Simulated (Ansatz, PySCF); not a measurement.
Lewis adduct: ClFHIn (SMILES [F][InH][Cl]) (first 4 atoms) with NH3 (SMILES N); geometry from B3LYP-D3(BJ)/def2-TZVP, rigid monomers moved along the line of their centres of mass till In2···N5 is 3.25 Å.
(charge 0, multiplicity 1):
```xyz
8

F      0.880     1.421     1.165
In    -0.727     0.275     1.397
Cl    -2.203     1.292     2.951
H     -1.219    -0.785     0.158
N      1.076    -1.267     3.617
H      1.932    -0.718     3.569
H      0.623    -1.084     4.507
H      1.311    -2.252     3.562
```

Counterpoise-corrected where a basis set is named; no monomer relaxation. Rows marked so take none.

Frozen-core correlation. Filled d and f shells under p-block atoms count as core. CBS: X⁻³ extrapolation of the correlation energy, Hartree–Fock from the larger set. Rows in STO-3G carry no dispersion term and start afresh at each structure; the Pople sets are all-electron and without relativity.

The values were computed with Ansatz (a program for electronic structure); PySCF for STO-3G rows, the dispersion terms. Values without a source in brackets are computed. In def2 rows elements past Kr take small-core potentials, without spin–orbit coupling.

| level | interaction energy (kcal/mol) |
|---|---|
| HF/STO-3G (no counterpoise) | -15.07 |
| PBE-D3(BJ)/def2-TZVPPD | -13.67 |
| PBE-D4/def2-TZVPPD | -13.79 |
| r2SCAN/def2-TZVPPD | -14.00 |
| PBE0/def2-TZVPPD | [?] |
| PBE0-D3(BJ)/def2-TZVPPD | -14.07 |
| MP2/def2-TZVPPD | -13.87 |
| SCS-MP2/def2-SVPD | -13.90 |
| MP2/CBS(def2-SVPD, def2-TZVPPD) + ΔCCSD(T)/def2-SVPD | -13.72 |

Question: What belongs in the gaps?

Answer: 
- PBE0/def2-TZVPPD, interaction energy (kcal/mol): -13.08
